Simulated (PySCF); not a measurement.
C2H3BF2O, SMILES OB(C(F)=C)F.

The structure is a stationary point at B3LYP-D3(BJ)/def2-SVP. This is a generated structure with no PubChem entry under its InChIKey; it may be hypothetical. One conformer was computed; it need not be the lowest.

All values below come from PySCF with B3LYP-D3(BJ)/def2-SVP.

No scaling factor is applied to the harmonic values.

Computed vibrational spectrum:
| mode | ν (cm⁻¹) | IR (km/mol) | Raman (Å⁴/amu) | depolarisation | moving atoms (share of kinetic energy) |
|---|---|---|---|---|---|
| 1 | 82 | 3.6 | 1.0 | 0.75 | F 44 %, O 25 %, C 20 %, H 11 % |
| 2 | 176 | 9.5 | 0.6 | 0.73 | F 40 %, O 22 %, C 22 %, H 14 % |
| 3 | 334 | 6.5 | 5.0 | 0.75 | C 49 %, B 19 %, H 16 %, F 12 % |
| 4 | 341 | 2.7 | 2.0 | 0.48 | F 44 %, O 22 %, C 17 %, H 16 % |
| 5 | 447 | 5.3 | 1.4 | 0.75 | F 51 %, O 15 %, C 15 %, H 11 %, B 8 % |
| 6 | 513 | 6.4 | 1.2 | 0.75 | F 35 %, C 24 %, H 17 %, O 13 %, B 11 % |
| 7 | 612 | 60.5 | 1.7 | 0.75 | H 86 % |
| 8 | 706 | 75.2 | 1.6 | 0.75 | B 55 %, C 27 % |
| 9 | 728 | 5.2 | 6.9 | 0.12 | O 27 %, F 26 %, C 26 %, H 12 %, B 9 % |
| 10 | 763 | 4.7 | 3.7 | 0.75 | H 89 % |
| 11 | 926 | 42.3 | 1.9 | 0.75 | H 72 %, C 28 % |
| 12 | 936 | 61.3 | 2.3 | 0.56 | H 43 %, F 29 %, C 27 % |
| 13 | 1009 | 133.1 | 3.4 | 0.58 | H 73 %, F 12 % |
| 14 | 1195 | 136.5 | 0.4 | 0.62 | C 43 %, H 21 %, F 13 %, B 13 %, O 10 % |
| 15 | 1359 | 66.5 | 8.2 | 0.62 | H 57 %, C 22 %, B 13 % |
| 16 | 1415 | 321.1 | 17.0 | 0.39 | B 37 %, H 33 %, C 21 % |
| 17 | 1490 | 284.5 | 0.9 | 0.11 | B 74 %, O 14 %, F 9 % |
| 18 | 1720 | 22.9 | 50.6 | 0.19 | C 90 %, H 8 % |
| 19 | 3160 | 0.9 | 100.3 | 0.13 | H 94 % |
| 20 | 3268 | 0.1 | 60.3 | 0.75 | H 89 %, C 11 % |
| 21 | 3827 | 106.0 | 48.5 | 0.23 | H 94 % |
